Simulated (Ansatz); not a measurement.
`BN` + `N[SiH2]F` → `BN[SiH2]F` + NH₃ at 500 K and 1 bar (ligand exchange at a B–N bond).

Program: Ansatz. Geometries: PBE0-D4/def2-TZVP. ΔE: electronic, gas phase. CCSD(T)/CBS is the MP2 limit (def2-TZVPP, def2-QZVPP) plus CCSD(T) − MP2 in def2-TZVPP, frozen cores. This one scheme is used for every species. One conformer a species, not always the lowest.

| species | CCSD(T)/CBS energy (Eh) | H − E (kJ/mol) | S (J/(mol·K)) |
| --- | --- | --- | --- |
| `BN` | -81.93499 | 148.8 | 257.4 |
| `N[SiH2]F` | -446.07709 | 152.9 | 325.1 |
| `BN[SiH2]F` | -471.49877 | 193.4 | 364.6 |
| NH₃ | -56.50880 | 108.2 | 211.8 |

H − E and S are ideal-gas, rigid-rotor, harmonic terms from PBE0-D4/def2-TZVP, for one conformer and one mirror image of each species. 1 Eh = 2625.50 kJ/mol, R = 8.31446 J/(mol·K).

Task: By hand: ΔE, ΔH, ΔS and ΔG.

Result: ΔE = (-471.49877) + (-56.50880) − (-81.93499) − (-446.07709) = 0.00451 Eh = 11.8 kJ/mol. Δ(H − E) = 193.4 + 108.2 − 148.8 − 152.9 = -0.1, so ΔH = 11.7 kJ/mol. ΔS = 364.6 + 211.8 − 257.4 − 325.1 = -6.1 J/(mol·K). ΔG = 11.7 − 500 × (-6.1)/1000 = 14.8 kJ/mol.

Task: By hand: the equilibrium constant, and the temperature at which ΔG would vanish if ΔH and ΔS stayed fixed.

Result: log₁₀ K = −ΔG/(RT ln 10) = -1.5. ΔH and −TΔS have one sign here, so there is no such temperature.

The number of gas molecules stays the same, so ΔS is small and ΔH decides. A doubt of 5 kJ/mol in ΔE shifts log₁₀ K by 0.5 here. Other conformers and mirror images would add mixing entropy, several J/(mol·K) or more a flexible species. These are equilibria of isolated gas molecules and say nothing of rates. Largest T1 diagnostic: 0.012 (customary marks: 0.02 for closed shells, 0.045 for open ones).

ΔS is within the doubt of such terms, so its sign, and with it that verdict, could turn.
